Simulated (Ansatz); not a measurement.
Gas-phase electronic energies from Ansatz, PBE0-D4/def2-TZVP geometries. CCSD(T)/CBS is the MP2 limit (def2-TZVPP, def2-QZVPP) plus CCSD(T) − MP2 in def2-TZVPP, frozen cores. This one scheme is used for every species. DFT in def2-TZVPP. B3LYP here is the variant with VWN-RPA as its local correlation; programs differ in this. Each species was taken in one conformer, which may not be the lowest.

Reaction (cleavage of the Si–B bond): `OCB(F)[SiH2]Cl` + `O[SiH2]F` → `F[SiH2]O[SiH2]Cl` + `OCBF`

`OCB(F)[SiH2]Cl`:

```xyz
11

O     0.199    1.018   -1.573
C    -0.152   -0.346   -1.434
B    -0.035   -0.937    0.011
F    -0.222   -2.240    0.173
Si    0.352    0.235    1.641
Cl   -0.973    1.835    1.497
H    -0.354    1.541   -0.984
H    -1.158   -0.561   -1.835
H     0.527   -0.914   -2.084
H     1.728    0.793    1.645
H     0.087   -0.424    2.944
```

`O[SiH2]F`:

Z-matrix (Å, degrees):
```
Si
F 1 1.596
O 1 1.630 2 111.0
H 1 1.482 2 106.0 3 121.4
H 1 1.474 2 108.2 3 -116.3
H 3 0.958 1 119.1 2 71.8
```

`F[SiH2]O[SiH2]Cl`:

```xyz
9

F    -1.250   -1.724    1.161
Si    0.239   -1.179    1.012
O     0.197    0.326    0.402
Si   -0.177    1.305   -0.841
Cl   -0.027    0.279   -2.609
H     0.958   -2.088    0.095
H     0.835   -1.109    2.360
H    -1.571    1.775   -0.709
H     0.795    2.415   -0.871
```

`OCBF`:

```xyz
8

O     0.364    1.103   -1.060
C    -0.014   -0.182   -0.620
B    -0.164   -0.389    0.914
F     0.073    0.639    1.721
H     0.486    1.665   -0.291
H     0.705   -0.933   -0.988
H    -0.968   -0.474   -1.091
H    -0.482   -1.429    1.415
```

```json
{"level": "PBE-D4", "ΔE (kcal/mol)": "-28.6", "difference from CCSD(T)/CBS": "6.3"}
{"level": "r2SCAN-D4", "ΔE (kcal/mol)": "-33.5", "difference from CCSD(T)/CBS": "1.4"}
{"level": "B3LYP-D4", "ΔE (kcal/mol)": "-34.3", "difference from CCSD(T)/CBS": "0.6"}
{"level": "ωB97X-V", "ΔE (kcal/mol)": "-33.6", "difference from CCSD(T)/CBS": "1.3"}
{"level": "ωB97M-V", "ΔE (kcal/mol)": "-34.5", "difference from CCSD(T)/CBS": "0.4"}
{"level": "B2PLYP", "ΔE (kcal/mol)": "-35.6", "difference from CCSD(T)/CBS": "-0.7"}
{"level": "r2SCAN", "ΔE (kcal/mol)": "-33.6", "difference from CCSD(T)/CBS": "1.3"}
{"level": "PBE0", "ΔE (kcal/mol)": "-31.3", "difference from CCSD(T)/CBS": "3.6"}
{"level": "B3LYP", "ΔE (kcal/mol)": "-34.7", "difference from CCSD(T)/CBS": "0.2"}
{"level": "MP2/def2-TZVPP", "ΔE (kcal/mol)": "-36.1", "difference from CCSD(T)/CBS": "-1.2"}
{"level": "SCS-MP2/def2-TZVPP", "ΔE (kcal/mol)": "-36.8", "difference from CCSD(T)/CBS": "-1.9"}
{"level": "HF/def2-QZVPP", "ΔE (kcal/mol)": "-42.1", "difference from CCSD(T)/CBS": "-7.2"}
{"level": "MP2/def2-QZVPP", "ΔE (kcal/mol)": "-36.7", "difference from CCSD(T)/CBS": "-1.8"}
{"level": "SCS-MP2/def2-QZVPP", "ΔE (kcal/mol)": "-37.4", "difference from CCSD(T)/CBS": "-2.5"}
{"level": "HF/CBS(def2)", "ΔE (kcal/mol)": "-42.2", "difference from CCSD(T)/CBS": "-7.3"}
{"level": "MP2/CBS(def2)", "ΔE (kcal/mol)": "-36.6", "difference from CCSD(T)/CBS": "-1.7"}
{"level": "CCSD(T)/CBS", "ΔE (kcal/mol)": "-34.9", "difference from CCSD(T)/CBS": "0"}
```

Largest T1 diagnostic among the species: 0.012.

From PBE to PBE0 (25 % exact exchange), in def2-TZVPP and without D4, ΔE moves by −2.4 kcal/mol. In def2-TZVPP, CCSD(T) changes the Hartree–Fock value by +6.9 kcal/mol (the triples alone add +1.0 kcal/mol) and MP2 by +5.1 kcal/mol.
